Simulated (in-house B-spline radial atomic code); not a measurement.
**RPA and G0W0 on BHandHLYP: Be**

Configuration [He] 2s2, mean-field start BHandHLYP. Computed with an all-electron radial atomic-structure program (B-spline basis): all electrons, non-relativistic, point nucleus, each spin shell either full or empty, empty states to l = 9 with an (l + 1/2)⁻⁴ tail; G0W0 by contour deformation at full frequency.

Command:
```bash
python run_gw.py task.json out
```
Settings (radii: box in bohr, nucleus in fm):
```
Z                        4
electrons                4
configuration            [He] 2s2
hamiltonian              nr
method                   bhandhlyp
lmax                     9
spin_polarised           False
box_radius               40
intervals                47
ion_configuration        [He] 2s1
```

Cost of the run: 0.8 s on 1 thread of Arm Neoverse V2, with other jobs on the host.

Energies (hartree):

```
                                     term      value
                         mean-field total  -14.66404
Hartree-Fock functional on these orbitals  -14.57201
                      direct second order   -0.17992
                    second-order exchange   0.088261
                         SOSEX correction   0.074089
```

Question: What is the RPA correlation energy, and what remains with SOSEX?

Answer: RPA gives -0.15087 hartree (-1.03 eV per electron); RPA + SOSEX gives -0.076781, and the second-order doubles -0.091655 hartree (no singles). SOSEX takes back 49 % of the RPA value.

Quasi-particle levels (eV):

```
level  occupied  mean field  Σx - vxc  Σc  QP weight  G0W0
   2s       yes      -7.234     -1.11   ?          ?     ?
```

G0W0 = mean field + (Σx - vxc) + Σc, with Σc (partial-wave tail included) taken at the quasi-particle energy. Levels of low weight are left out.

Question: Where does G0W0 put 2s?

Answer: At -9.172 eV, with Σc = -0.83 eV and a quasi-particle weight of 0.897. The tabulated removal energy is 9.323 eV (NIST, measured).

Question: What does it cost to remove one electron (to [He] 2s1) by differences of total energies, each species on its own start (correlation terms add to the Hartree-Fock functional)?

Answer: BHandHLYP 8.962 eV, Hartree-Fock functional 8.037 eV, + RPA 9.228 eV, + RPA + SOSEX 8.919 eV, + second order 9.238 eV. Tabulated: 9.323 eV (NIST, measured).
